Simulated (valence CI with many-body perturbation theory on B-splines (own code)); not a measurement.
# Cr X: what each term of the Hamiltonian does

Computed by configuration interaction combined with many-body perturbation theory (CI+MBPT): five valence electrons over a frozen Dirac-Fock core [Ne], radial functions for each j: 9 s, 9 p, 8 d, 6 f, 3 g, 1 h, with the one-electron correlation potential Σ1, the two-electron term Σ2, the three-electron term Σ3, Breit, model QED; selected CI, second order for the rest, scaled by the run's own slope (own B-spline code, finite nucleus).

No measured spectrum was set against this ion. As an estimate, levels of excited configurations hold to 0.05 to 0.15 % of their energy, terms of the ground configuration to about 0.5 %. Among the levels kept, up to 670 cm⁻¹ of a level comes from second order outside the variational space, and about a tenth of that is noise between levels of different J, which matters for small intervals.

Each rung adds one term. CI alone is the Dirac-Coulomb CI over the frozen core; QED comes last and gives the full result, which names the levels. Energies are above 3s2.3p3 4S°_3/2 on the same rung, in cm⁻¹.

Names give the largest LS component (configuration and term), which can be under half, so a name can repeat, a term be missing and a line seem to break the LS rules; names also repeat where a configuration has a term twice. Letters in brackets count levels of one name in rising energy.

| Level | CI alone | + Σ1 | + Σ2 | + Σ3 | + Breit | Full |
| --- | --- | --- | --- | --- | --- | --- |
| 3s2.3p3 2D°_3/2 | 37764 | 37800 | 37452 | 37271 | 37345 | 37339 |
| 3s2.3p3 2D°_5/2 | 40222 | 40289 | 39964 | 39790 | 39689 | 39694 |
| 3s2.3p3 2P°_1/2 | 65013 | 65096 | 64596 | 64300 | 64265 | 64264 |
| 3s2.3p3 2P°_3/2 | 68299 | 68423 | 67967 | 67685 | 67475 | 67488 |
| 3s.3p4 4P_5/2 | 234028 | 233643 | 233953 | 234145 | 234213 | 233866 |
| 3s.3p4 4P_3/2 | 240146 | 239805 | 240151 | 240342 | 240290 | 239958 |
| 3s.3p4 4P_1/2 | 243131 | 242808 | 243164 | 243351 | 243224 | 242899 |
| 3s.3p4 2D_3/2 | 290725 | 290423 | 290063 | 290140 | 290086 | 289786 |
| 3s.3p4 2D_5/2 | 291778 | 291494 | 291143 | 291222 | 291067 | 290769 |
| 3s2.3p2.3d 2P_3/2 [a] | 335448 | 335168 | 333979 | 333931 | 333710 | 333522 |
| 3s.3p4 2P_1/2 | 339577 | 339321 | 338070 | 337976 | 337784 | 337568 |
| 3s.3p4 2S_1/2 | 351263 | 351080 | 349893 | 349686 | 349415 | 349150 |
| 3s2.3p2.3d 4F_3/2 | 369493 | 369164 | 368425 | 367991 | 367735 | 367716 |
| 3s2.3p2.3d 4F_5/2 | 371913 | 371613 | 370882 | 370451 | 370072 | 370060 |
| 3s2.3p2.3d 4F_7/2 | 375439 | 375179 | 374455 | 374025 | 373476 | 373473 |
| 3s2.3p2.3d 4F_9/2 | 379955 | 379741 | 379024 | 378592 | 377825 | 377836 |
| 3s2.3p2.3d 2F_5/2 [a] | 382687 | 382397 | 381557 | 381095 | 380684 | 380670 |
| 3s2.3p2.3d 2F_7/2 [a] | 385399 | 385143 | 384311 | 383848 | 383314 | 383308 |
| 3s2.3p2.3d 4D_1/2 | 385537 | 385266 | 384441 | 383966 | 383583 | 383572 |
| 3s2.3p2.3d 4D_3/2 | 386301 | 386040 | 385217 | 384742 | 384296 | 384287 |
| 3s2.3p2.3d 4D_5/2 | 389035 | 388807 | 387996 | 387524 | 386924 | 386924 |
| 3s2.3p2.3d 4D_7/2 | 395048 | 394878 | 394081 | 393617 | 392781 | 392798 |
| 3s2.3p2.3d 2G_7/2 | 426454 | 426259 | 425292 | 424518 | 423960 | 423960 |
| 3s2.3p2.3d 2G_9/2 | 428230 | 428085 | 427115 | 426339 | 425625 | 425633 |
| 3s2.3p2.3d 2P_3/2 [b] | 438925 | 438709 | 434502 | 433810 | 433575 | 433388 |
| 3s2.3p2.3d 2P_1/2 [a] | 446636 | 446475 | 442384 | 441696 | 441260 | 441103 |
| 3s2.3p2.3d 4P_5/2 | 447768 | 447535 | 443660 | 442730 | 442252 | 442207 |
| 3s2.3p2.3d 4P_3/2 | 450664 | 450432 | 446605 | 445679 | 445198 | 445159 |
| 3s2.3p2.3d 4P_1/2 | 452572 | 452343 | 448424 | 447507 | 447007 | 446969 |
| 3s2.3p2.3d 2D_3/2 [a] | 456391 | 456205 | 454575 | 453559 | 453155 | 453128 |
| 3s2.3p2.3d 2D_5/2 [a] | 464225 | 464103 | 462129 | 461126 | 460478 | 460459 |

**Question.** How does the ionisation energy move along the ladder, and which term matters most?

**Answer.** CI alone 241.68, + Σ1 242.20, + Σ2 242.07, + Σ3 241.90, + Breit 241.87, + QED 241.87 eV. The largest step is Σ1, 0.52 eV. NIST lists 244.5 ± 0.5 eV (semi-empirical), further off than its uncertainty and the later steps.
